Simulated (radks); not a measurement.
Pr56+, configuration [He] 2s1 (the NIST ground configuration). Calculated with a radial shooting solver on a logarithmic mesh with Libxc functionals: non-relativistic Kohn-Sham, TPSS, spin-polarised, spherical densities, point nucleus; open shells are filled with parallel spins first (spin-orbit coupling, left out, can overturn this in heavy ions); meta-GGA in the generalised Kohn-Sham scheme; relativity is left out, which matters for an element this heavy.

Unscreened Slater integrals over Kohn-Sham orbitals (hartree). They are taken over the spin-up orbitals.

integral,value
"F0(2s,2s)",8.6894
"F0(2s,1s)",12.127
"G0(2s,1s)",1.2501
"F0(1s,1s)",36.635
